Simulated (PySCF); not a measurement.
Vertical excitations of a molecule C3H10Si2 from TDDFT-PBE/def2-SVPD in PySCF 2.14.0, as energy in eV (oscillator strength): 6.76 (0.008), 6.88 (0.001), 7.12 (0.055), 7.20 (0.002), 7.33 (0.019), 7.43 (0.013), 7.46 (0.001), 7.50 (0.147), 7.54 (0.002), 7.56 (0.070). Lowest triplet (TDA): 6.59 eV. Geometry: ωB97X-D3(BJ)/def2-SVP. One conformer was computed; it need not be the lowest.

Q: Pick the molecule that these values belong to.
A. C=CC([SiH3])[SiH3]
B. C=C([SiH3])C[SiH3]
C. [SiH3][C@H]1C[C@@H]1[SiH3]
D. C[SiH]1C[SiH2]C1

A: C, [SiH3][C@H]1C[C@@H]1[SiH3]
